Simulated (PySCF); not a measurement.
**Dipole moment and polarisability across levels of theory**

Compound: C3H9BS.
SMILES: `B(CS)(C)C`

PySCF, dipoles from the SCF density, polarisabilities from static response with core orbitals frozen. Geometry: PBE0-D3(BJ)/def2-SVP, one conformer, isolated molecule.

The anisotropy is √(½[(α1 − α2)² + (α2 − α3)² + (α3 − α1)²]).

| level | μ (D) | α (au) | anisotropy (au) |
| --- | --- | --- | --- |
| LDA/def2-SVPD | 1.644 | 78.41 | 25.81 |
| PBE/def2-SVPD | 1.623 | 77.06 | 25.05 |
| B3LYP/def2-SVPD | 1.612 | 74.49 | 23.13 |
| PBE0/def2-SVPD | 1.661 | 73.73 | 22.99 |
| BHandHLYP/def2-SVPD | 1.648 | 71.51 | 21.43 |
| CAM-B3LYP/def2-SVPD | 1.633 | 73.06 | 21.92 |
| wB97X-D/def2-SVPD | 1.678 | 72.87 | 21.79 |
| LC-wPBE/def2-SVPD | 1.692 | 70.87 | 20.92 |
| HF/def2-SVPD | 1.732 | 68.75 | 19.46 |
| PBE0/6-31G* | 1.811 | 58.85 | 22.97 |
| PBE0/6-31+G* | 1.795 | 67.11 | 21.40 |
| PBE0/def2-SVP | 1.602 | 59.82 | 23.51 |
| PBE0/aug-cc-pVDZ | 1.652 | 74.76 | 23.92 |
| PBE0/def2-TZVP | 1.631 | 69.12 | 25.33 |
| PBE0/def2-TZVPD | 1.621 | 74.93 | 23.75 |

The dipole runs from 1.60 D (PBE0/def2-SVP) to 1.81 D (PBE0/6-31G*). No reference polarisability is at hand; against PBE0 in the largest diffuse basis at hand (def2-TZVPD) the other PBE0 rows deviate by 6-31G* -21%, 6-31+G* -10%, def2-SVP -20%, def2-SVPD -2%, aug-cc-pVDZ 0%, def2-TZVP -8%. In one basis (def2-SVPD) the functionals order the polarisability from HF (lowest) to LDA (highest), a spread of 14%. With PBE0 the polarisability is 62.60 au without diffuse functions (mean of 6-31G*, def2-SVP and def2-TZVP) and 72.64 au with them (mean of 6-31+G*, def2-SVPD, aug-cc-pVDZ and def2-TZVPD).

Without π bonds the low states are Rydberg-like; a valence basis with one diffuse set may place them up to an eV too high.
